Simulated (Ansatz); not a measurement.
Reaction (substitution at a C–Ga bond): `C[CH](C)[Ga]([CH3])[Cl]` + `[SiH3]S` → `CC(C)S[SiH3]` + `[CH3][GaH][Cl]`

Calculated with Ansatz (gas phase, PBE0-D4/def2-TZVP geometries, no zero-point term in ΔE). CBS: MP2 limit from def2 TZ/QZ plus the TZ coupled-cluster correction, frozen cores. DFT in def2-TZVPP. B3LYP here is the variant with VWN-RPA as its local correlation; programs differ in this. For Ga outer-core shells are correlated without core-valence functions, which leaves a few kJ/mol of doubt a bond. Scalar relativity is left out up to krypton. Each species was taken in one conformer, which may not be the lowest.

`C[CH](C)[Ga]([CH3])[Cl]`:

Z-matrix (Å, degrees):
```
C
C 1 1.524
H 1 1.096 2 110.9
H 1 1.094 2 111.6 3 -119.0
H 1 1.093 2 112.5 3 120.2
C 2 1.525 1 112.1 3 57.1
Ga 2 1.979 1 112.1 3 -176.2
H 2 1.098 1 108.6 3 -62.0
H 6 1.095 2 111.6 1 60.1
H 6 1.096 2 110.7 1 -58.8
H 6 1.092 2 112.0 1 -179.3
C 7 1.958 2 132.6 1 9.0
Cl 7 2.177 2 113.8 1 -171.7
H 12 1.093 7 109.4 2 117.4
H 12 1.091 7 112.3 2 -3.7
H 12 1.092 7 109.5 2 -125.1
```

`[SiH3]S`:

```xyz
6

Si   -0.284    0.421    0.143
S     0.713   -1.453    0.392
H     0.661    1.496   -0.254
H    -0.864    0.722    1.473
H    -1.364    0.335   -0.873
H     1.139   -1.522   -0.881
```

`CC(C)S[SiH3]`:

Cartesian coordinates in Å:
```
C -0.027 -1.116 -0.937
C -0.290 -0.395 0.370
C -1.534 -0.915 1.066
S -0.522 1.414 0.124
Si 1.462 2.026 -0.320
H -0.865 -0.980 -1.625
H 0.097 -2.188 -0.755
H 0.875 -0.752 -1.431
H 0.568 -0.511 1.038
H -1.434 -1.987 1.254
H -1.698 -0.410 2.020
H -2.419 -0.763 0.442
H 1.441 3.509 -0.318
H 1.945 1.548 -1.644
H 2.402 1.519 0.717
```

`[CH3][GaH][Cl]`:

Z-matrix (Å, degrees):
```
C
Ga 1 1.952
H 1 1.089 2 110.9
H 1 1.093 2 110.2 3 121.1
H 1 1.093 2 109.9 3 -120.7
Cl 2 2.160 1 116.2 3 2.5
H 2 1.560 1 130.1 3 -177.6
```

```csv
level,ΔE (kJ/mol),difference from CCSD(T)/CBS
PBE-D4,21.8,-6.0
PBE0-D4,21.6,-6.2
B3LYP-D4,23.0,-4.8
ωB97X-V,20.5,-7.3
PBE,22.8,-5.0
r2SCAN,21.5,-6.3
PBE0,22.2,-5.6
B3LYP,24.8,-3.0
SCS-MP2/def2-TZVPP,25.4,-2.4
CCSD/def2-TZVPP,28.4,0.6
CCSD(T)/def2-TZVPP,27.3,-0.5
HF/def2-QZVPP,18.3,-9.5
MP2/def2-QZVPP,26.8,-1.0
SCS-MP2/def2-QZVPP,25.0,-2.8
HF/CBS(def2),18.2,-9.6
CCSD/CBS(def2),28.9,1.1
CCSD(T)/CBS,27.8,0
```

Largest T1 diagnostic among the species: 0.011.

In def2-TZVPP, CCSD(T) changes the Hartree–Fock value by +8.0 kJ/mol (the triples alone add −1.1 kJ/mol) and MP2 by +7.5 kJ/mol.
